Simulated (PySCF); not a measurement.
Compound: C₇H₁₅PSi.
Cartesian coordinates in Å at the GFN2-xTB level; atoms count from 1:
```
atom  x, y, z in Å
C1    -1.1858   -2.1693    0.6538
C2    -0.9557   -1.1049   -0.0898
C3    -1.5788   -0.7544   -1.4177
Si4   -1.1176    1.0851   -1.1248
P5    -2.8452    2.3944   -0.5450
C6    -0.1467    0.1288    0.2509
C7     1.3579   -0.0076   -0.0107
C8     1.9811   -1.0803    0.8799
C9     2.0500    1.3325    0.2210
H10   -1.8306   -2.9646    0.3159
H11   -0.7402   -2.2968    1.6263
H12   -1.0387   -1.2106   -2.2461
H13   -2.6227   -1.0488   -1.5059
H14   -0.3403    1.7606   -2.1720
H15   -2.0832    3.2366    0.2442
H16   -3.2195    1.6240    0.5417
H17   -0.2850    0.4329    1.2923
H18    1.5027   -0.3015   -1.0562
H19    1.5369   -2.0513    0.6780
H20    3.0516   -1.1483    0.6972
H21    1.8266   -0.8386    1.9297
H22    3.1126    1.2568    0.0009
H23    1.9376    1.6409    1.2586
H24    1.6211    2.1043   -0.4148
```

NICS = −σ at a ghost point: NICS(0) at the centroid of the ring atoms, NICS(1) 1 Å to either side along the normal of their mean plane, zz for the tensor component along that normal. Level: GIAO PBE0/pcSseg-1 (PySCF, non-relativistic, gas phase) on the GFN2-xTB geometry, one conformer.

Ring bond lengths (Å), with Mayer bond orders in brackets: C2–C3 1.508 (0.98), C3–Si4 1.919 (0.92), Si4–C6 1.937 (0.86), C6–C2 1.514 (0.95).

Task: What do the NICS probes read (ppm)?

Result: 
```tsv
ring	type	NICS(0)	NICS(1), two faces	NICS(1)zz, two faces	rms pucker (Å)	centre to ring atoms, mean (Å)
C2–C3–Si4–C6	4-membered ring with Si; formal bonds all single	1.3	-0.6 / -2.3	5.4 / 1.4	0.09	1.21
```

Task: What can be read from them?

Result: 
- C2–C3–Si4–C6: mean NICS(1)zz 3.4 ppm, deshielded. C3, Si4, C6 have four or more neighbours, and the NICS criterion for π rings isn't applied. The two faces differ by 4.0 ppm, so no symmetry operation interchanges them.

Task: What field does 9.4 T along the ring normal induce along that normal at the first NICS(1) probe listed for ring C2–C3–Si4–C6, 1 Å off the ring?

Result: NICSzz × B0 = 5.4 ppm × 9.4 T = 51 μT, along the applied field.

Time: 2.8 min of wall time; peak memory 1.1 GiB. Hardware: one thread of an Intel Xeon at 2.50 GHz, no GPU, shared host with 64 logical CPUs at a one-minute load of 63. This is the whole shielding run at PBE0/pcSseg-1, SCF included.
